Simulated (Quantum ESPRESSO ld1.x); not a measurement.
The numbers below are computed, except where a source is named.
Zr IV, configuration [Kr] 4d1 (the NIST ground configuration).

Level of theory: scalar-relativistic Kohn-Sham, relativistic LDA (MacDonald-Vosko exchange, VWN5 correlation), spin-unpolarised, spherical densities, point nucleus (ld1.x of Quantum ESPRESSO 7.5).

Energy parts (eV):
part                      energy
total                  -97660.79
kinetic                100175.73
electron-nucleus      -234151.85
Hartree                 39173.93
exchange-correlation    -2858.59

Orbitals (lengths in bohr, moments of r in powers of bohr; r(max) is where P^2 peaks; r(90%) holds 90 % of the orbital's charge):
\begin{tabular}{lrrrrrr}
orbital & occ. & eigenvalue (eV) & r(90%) & <r> & <1/r> & r(max) \\ \hline
1s & 2 & -17758.9 & 0.0666 & 0.03719 & 41.11 & 0.02423 \\
2s & 2 & -2487.87 & 0.252 & 0.1631 & 9.223 & 0.1374 \\
2p & 6 & -2225.61 & 0.231 & 0.1420 & 8.997 & 0.1096 \\
3s & 2 & -430.479 & 0.681 & 0.4600 & 3.131 & 0.4093 \\
3p & 6 & -344.673 & 0.702 & 0.4631 & 2.977 & 0.4028 \\
3d & 10 & -202.849 & 0.729 & 0.4527 & 2.740 & 0.3467 \\
4s & 2 & -81.5201 & 1.75 & 1.202 & 1.129 & 1.074 \\
4p & 6 & -59.2717 & 1.98 & 1.341 & 0.9976 & 1.170 \\
4d & 1 & -28.3999 & 2.82 & 1.831 & 0.7141 & 1.503 \\
4f & 0 & -9.7731 & 6.35 & 4.167 & 0.2858 & 3.577 \\
5s & 0 & -24.3490 & 4.11 & 2.885 & 0.4542 & 2.664 \\
5p & 0 & -18.8880 & 4.78 & 3.336 & 0.3930 & 3.077 \\
5d & 0 & -11.5025 & 6.70 & 4.638 & 0.2902 & 4.350 \\
\end{tabular}

The highest occupied level is 4d at -28.400 eV. Summed over all electrons, <r^2> = 24.20 bohr^2, which gives a Langevin (diamagnetic) susceptibility term of -19.2 x 10^-6 cm^3/mol. For comparison, the ionisation energy in NIST's Atomic Spectra Database is 34.418 eV (measured). In exact Kohn-Sham theory the highest level is minus the ionisation energy, but local and semilocal functionals leave it too shallow, through self-interaction and a potential that decays too fast; potentials with the right tail come closer. The density falls to 0.001 e/bohr^3 at r = 3.24 bohr.

Beside tabulated values, note that spin-unpolarised runs miss the spin-polarisation part of the exchange energy of open shells.
